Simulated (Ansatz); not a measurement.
Input for Ansatz (a program for electronic structure): U-CCSD(T)/def2-TZVPP on ClH2Sb (SMILES [Cl][SbH2]), a point of a bond scan (R = 2.320 Å). Elements past Kr take the def2 small-core potentials; no spin–orbit coupling. The run froze 14 orbitals, filled d shells among them.

Ansatz 0.2 input:
```yaml
crystal:
  periodic: [false, false, false]
  atoms:
    - {symbol: Sb, position_ang: [-0.33564918, -0.34298871, 0.31866257]}
    - {symbol: H, position_ang: [0.11685015, -2.17662626, -1.02876965]}
    - {symbol: H, position_ang: [-1.71924546, 0.02483330, -0.63200022]}
    - {symbol: Cl, position_ang: [1.10810693, 1.12757821, -0.87884443]}
basis:
  gaussian:
    orbitals: def2-TZVPP
correlation: {method: ccsd_t, electrons: outside_noble_gas}
scf: {omitted_lower_state_checks: [cluster_reference]}
magnetization: {spin_polarized: true, initial_magnetization: 0}
```

The log:

```
WARN ansatz: RAYON_NUM_THREADS=1 ignored (pool sized by the plan → 1); use --threads N
Functional definition: HF
these checks for a lower state are left out or cut short: cluster_reference
integrals: 0.30 GiB planned
856 factors; integrals over basis functions are off by at most 4.8e-4 eV
mean field: 0.40 GiB planned
mean field evaluation 1: about -19044.5063 eV, gradient 1.0e1 eV
mean field evaluation 2: about -19044.5136 eV, gradient 1.0e1 eV
mean field evaluation 4: about -19045.3488 eV, gradient 1.1e0 eV
mean field evaluation 8: about -19045.3657 eV, gradient 2.2e-4 eV
mean field evaluation 16: about -19045.4642 eV, gradient 2.1e-1 eV
mean field -19045.46769556 eV, -699.9080283302 hartree, gradient 3.5e-6 eV, S^2 0.364203; 2 other end points of the search recorded, 0 dependent functions left out
14 core orbitals not correlated
reference -19045.46769556 eV, -699.9080283302 hartree; 7, 7 occupied and 99, 99 virtual orbitals, 856 factors
second order -8.37021097 eV of doubles, -0.00000000 eV of singles
coupled cluster: 0.90 GiB planned
cycle   1  -9.06016471 eV  change   -6.9e-1 eV  update   8.8e-2
cycle   2  -9.42282143 eV  change   -3.6e-1 eV  update   5.2e-2
cycle   3  -9.55859101 eV  change   -1.4e-1 eV  update   4.0e-2
cycle   4  -9.66580126 eV  change   -1.1e-1 eV  update   2.9e-2
cycle   5  -9.71281353 eV  change   -4.7e-2 eV  update   1.3e-2
cycle   6  -9.72267494 eV  change   -9.9e-3 eV  update   4.6e-3
cycle   7  -9.72582190 eV  change   -3.1e-3 eV  update   1.5e-3
cycle   8  -9.72588460 eV  change   -6.3e-5 eV  update   6.6e-4
cycle   9  -9.72552258 eV  change    3.6e-4 eV  update   3.0e-4
cycle  10  -9.72571228 eV  change   -1.9e-4 eV  update   1.2e-4
cycle  11  -9.72574078 eV  change   -2.9e-5 eV  update   4.9e-5
cycle  12  -9.72572105 eV  change    2.0e-5 eV  update   2.4e-5
cycle  13  -9.72571977 eV  change    1.3e-6 eV  update   9.3e-6
coupled cluster: 0.90 GiB planned
perturbative correction -0.43338869 eV, -0.0159267407 hartree
Total energy: -19055.62680403 eV, -700.2813686802 hartree
Checks for a lower state left out: cluster_reference
```

Self-consistency was reached. Its determinant has ⟨S²⟩ = 0.36, a mixture of spin states.

Cost: roughly 40 core-seconds.
